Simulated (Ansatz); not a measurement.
Steps of a relaxation of `BOCCO` with RKS PBE0-D4/def2-TZVP.

```sh
$ ansatz run in.yaml --threads 4 --pin off --events-out ev --progress --plain --max-ram 10444MiB
```

```yaml
crystal:
  periodic: [false, false, false]
  atoms:
    - {symbol: B, position_ang: [-0.193602, 1.420340, 1.654978]}
    - {symbol: O, position_ang: [-0.750755, 0.339650, 1.066668]}
    - {symbol: C, position_ang: [-0.572906, 0.040316, -0.315360]}
    - {symbol: C, position_ang: [0.410248, -1.122005, -0.487793]}
    - {symbol: O, position_ang: [0.495997, -1.539317, -1.833465]}
    - {symbol: H, position_ang: [0.456500, 2.217071, 0.990171]}
    - {symbol: H, position_ang: [-0.380559, 1.544596, 2.850274]}
    - {symbol: H, position_ang: [-1.556932, -0.250876, -0.737863]}
    - {symbol: H, position_ang: [-0.207375, 0.940465, -0.863135]}
    - {symbol: H, position_ang: [0.046961, -1.989373, 0.101961]}
    - {symbol: H, position_ang: [1.400482, -0.831009, -0.056213]}
    - {symbol: H, position_ang: [0.929042, -0.825159, -2.336222]}
basis:
  gaussian: {orbitals: def2-TZVP}
hamiltonian: {xc: pbe0, dispersion: d4}
relax: {f_tol: 0.005, max_steps: 150}
```

Positions (Å) and forces (eV/Å) along the path, 11 of 17 steps:

```xyz
12
step=1 energy=-6953.6877 eV
B    -0.194    1.420    1.655   -0.040   -0.065   -0.058
O    -0.751    0.340    1.067    0.274    0.202   -0.171
C    -0.573    0.040   -0.315   -0.108    0.126   -0.297
C     0.410   -1.122   -0.488    0.002   -0.074    0.614
O     0.496   -1.539   -1.833    0.352    0.698   -0.037
H     0.457    2.217    0.990   -0.244   -0.305    0.249
H    -0.381    1.545    2.850    0.081   -0.027   -0.462
H    -1.557   -0.251   -0.738    0.475    0.162    0.252
H    -0.207    0.940   -0.863   -0.175   -0.430    0.304
H     0.047   -1.989    0.102    0.175    0.420   -0.353
H     1.400   -0.831   -0.056   -0.486   -0.164   -0.331
H     0.929   -0.825   -2.336   -0.306   -0.543    0.288
12
step=3 energy=-6953.7366 eV
B    -0.192    1.408    1.640   -0.023   -0.002    0.000
O    -0.742    0.330    1.065    0.025   -0.020   -0.016
C    -0.571    0.040   -0.310   -0.009    0.003   -0.012
C     0.402   -1.112   -0.477   -0.003   -0.004    0.031
O     0.503   -1.518   -1.821   -0.016    0.020    0.026
H     0.439    2.190    0.977    0.009    0.004   -0.007
H    -0.366    1.544    2.815    0.005    0.004    0.010
H    -1.543   -0.242   -0.721   -0.020    0.001   -0.005
H    -0.209    0.928   -0.842    0.002    0.019   -0.007
H     0.040   -1.973    0.088   -0.002   -0.026   -0.001
H     1.378   -0.830   -0.059    0.019   -0.001    0.004
H     0.938   -0.822   -2.320    0.011    0.002   -0.023
12
step=5 energy=-6953.7369 eV
B    -0.192    1.409    1.639   -0.004    0.000    0.002
O    -0.739    0.328    1.066    0.001    0.004    0.005
C    -0.572    0.039   -0.310    0.004   -0.005    0.007
C     0.401   -1.113   -0.476   -0.004    0.000   -0.008
O     0.502   -1.513   -1.821    0.002    0.002   -0.004
H     0.436    2.191    0.973   -0.002    0.002   -0.002
H    -0.363    1.546    2.814    0.002    0.001    0.001
H    -1.545   -0.242   -0.719    0.001    0.000    0.000
H    -0.210    0.928   -0.842    0.002   -0.002   -0.002
H     0.038   -1.977    0.084   -0.001    0.000   -0.001
H     1.377   -0.833   -0.056   -0.003    0.001    0.003
H     0.943   -0.820   -2.318    0.002   -0.004   -0.001
12
step=7 energy=-6953.7370 eV
B    -0.192    1.413    1.639    0.000    0.008   -0.003
O    -0.733    0.326    1.070    0.003   -0.005    0.001
C    -0.571    0.037   -0.306   -0.004    0.005   -0.006
C     0.399   -1.116   -0.478    0.006   -0.005   -0.003
O     0.502   -1.509   -1.826   -0.002   -0.001   -0.003
H     0.427    2.198    0.969   -0.003   -0.001    0.001
H    -0.361    1.551    2.815    0.002   -0.003   -0.001
H    -1.546   -0.241   -0.713    0.001    0.002    0.001
H    -0.210    0.926   -0.839    0.001   -0.001    0.001
H     0.034   -1.983    0.076    0.000    0.003    0.001
H     1.375   -0.841   -0.055   -0.001   -0.001   -0.001
H     0.953   -0.818   -2.318   -0.001    0.001    0.009
12
step=8 energy=-6953.7370 eV
B    -0.193    1.415    1.639    0.001    0.005   -0.002
O    -0.729    0.325    1.072    0.003   -0.004    0.000
C    -0.570    0.037   -0.305   -0.004    0.004   -0.005
C     0.398   -1.118   -0.479    0.004   -0.002    0.000
O     0.501   -1.507   -1.828   -0.001   -0.003   -0.003
H     0.421    2.203    0.967   -0.003   -0.001    0.002
H    -0.359    1.553    2.815    0.001   -0.003   -0.001
H    -1.546   -0.240   -0.710    0.001    0.001    0.000
H    -0.208    0.925   -0.838    0.000    0.000    0.002
H     0.031   -1.986    0.072    0.000    0.002    0.002
H     1.374   -0.845   -0.054    0.000   -0.002   -0.001
H     0.957   -0.818   -2.317   -0.002    0.001    0.008
12
step=9 energy=-6953.7357 eV rejected
B    -0.194    1.415    1.638   -0.001    0.006    0.020
O    -0.721    0.322    1.071   -0.048    0.003   -0.013
C    -0.570    0.038   -0.307    0.098   -0.014    0.064
C     0.396   -1.119   -0.479   -0.021   -0.071   -0.168
O     0.496   -1.510   -1.834    0.017    0.095    0.189
H     0.411    2.211    0.967    0.000    0.006   -0.012
H    -0.356    1.549    2.815    0.004   -0.001    0.002
H    -1.546   -0.237   -0.712   -0.027   -0.007    0.002
H    -0.206    0.926   -0.837    0.003    0.007   -0.018
H     0.029   -1.983    0.079   -0.009   -0.006   -0.042
H     1.376   -0.852   -0.060    0.002    0.032    0.008
H     0.962   -0.816   -2.308   -0.020   -0.050   -0.032
12
step=13 energy=-6953.7371 eV
B    -0.195    1.417    1.639   -0.003    0.001    0.000
O    -0.723    0.323    1.073    0.002    0.001    0.000
C    -0.566    0.037   -0.305    0.001   -0.001    0.001
C     0.398   -1.120   -0.480    0.000    0.000   -0.002
O     0.499   -1.509   -1.829    0.000    0.000    0.001
H     0.409    2.212    0.967   -0.001    0.000    0.001
H    -0.358    1.551    2.817    0.001    0.000    0.000
H    -1.544   -0.236   -0.710    0.000    0.000    0.000
H    -0.201    0.925   -0.836    0.001    0.000    0.000
H     0.028   -1.987    0.071    0.000    0.000    0.000
H     1.375   -0.851   -0.056    0.000    0.000    0.000
H     0.955   -0.819   -2.317    0.000   -0.001    0.000
12
step=14 energy=-6953.7371 eV
B    -0.199    1.421    1.640   -0.005   -0.005   -0.003
O    -0.714    0.320    1.075    0.004    0.010    0.001
C    -0.561    0.038   -0.303    0.003   -0.006    0.002
C     0.398   -1.124   -0.482   -0.004    0.004    0.004
O     0.495   -1.511   -1.832    0.000    0.000    0.000
H     0.391    2.226    0.966   -0.002   -0.003    0.002
H    -0.358    1.552    2.819    0.001    0.001    0.000
H    -1.540   -0.230   -0.708    0.001    0.000    0.000
H    -0.192    0.925   -0.833    0.000    0.000    0.000
H     0.024   -1.990    0.068    0.000   -0.001    0.000
H     1.377   -0.861   -0.058    0.000    0.000   -0.001
H     0.954   -0.821   -2.318    0.001    0.000   -0.005
12
step=15 energy=-6953.7371 eV
B    -0.200    1.422    1.641   -0.003   -0.006   -0.003
O    -0.711    0.320    1.076    0.005    0.010    0.001
C    -0.559    0.038   -0.302    0.002   -0.005    0.001
C     0.398   -1.125   -0.483   -0.003    0.004    0.005
O     0.494   -1.511   -1.833    0.000    0.001   -0.001
H     0.387    2.229    0.966   -0.002   -0.003    0.002
H    -0.358    1.553    2.819    0.000    0.001    0.000
H    -1.539   -0.228   -0.707    0.001    0.000    0.000
H    -0.190    0.925   -0.832    0.000    0.000    0.000
H     0.024   -1.991    0.067    0.000   -0.001    0.000
H     1.378   -0.864   -0.059    0.000   -0.001   -0.001
H     0.954   -0.822   -2.319    0.001    0.000   -0.004
12
step=16 energy=-6953.7371 eV
B    -0.201    1.423    1.641   -0.001   -0.004   -0.002
O    -0.709    0.319    1.077    0.003    0.005    0.000
C    -0.558    0.038   -0.302    0.001   -0.002    0.000
C     0.398   -1.126   -0.483   -0.001    0.002    0.004
O     0.493   -1.511   -1.834    0.000    0.001   -0.001
H     0.383    2.231    0.966   -0.001   -0.001    0.001
H    -0.359    1.553    2.820    0.000    0.000    0.000
H    -1.537   -0.227   -0.706    0.000    0.000    0.000
H    -0.188    0.925   -0.831    0.000    0.000    0.000
H     0.023   -1.992    0.066    0.000    0.000    0.000
H     1.378   -0.866   -0.060    0.000    0.000   -0.001
H     0.954   -0.823   -2.320    0.000   -0.001   -0.001
12
step=17 energy=-6953.7371 eV
B    -0.201    1.424    1.642    0.000   -0.002   -0.001
O    -0.709    0.319    1.077    0.001    0.001    0.000
C    -0.557    0.038   -0.302    0.000   -0.001    0.000
C     0.398   -1.126   -0.483    0.000    0.001    0.001
O     0.492   -1.511   -1.834    0.000    0.000   -0.001
H     0.382    2.232    0.967    0.000    0.000    0.000
H    -0.360    1.553    2.820    0.000    0.000    0.000
H    -1.537   -0.227   -0.706    0.000    0.000    0.000
H    -0.187    0.925   -0.831    0.000    0.000    0.000
H     0.023   -1.992    0.066    0.000    0.000    0.000
H     1.379   -0.867   -0.061    0.000    0.000    0.000
H     0.953   -0.824   -2.321    0.000    0.000    0.000
```

Hardware: 4 threads of an Arm Neoverse V1 on a shared host. Wall time 48 s, peak host memory 0.44 GiB.
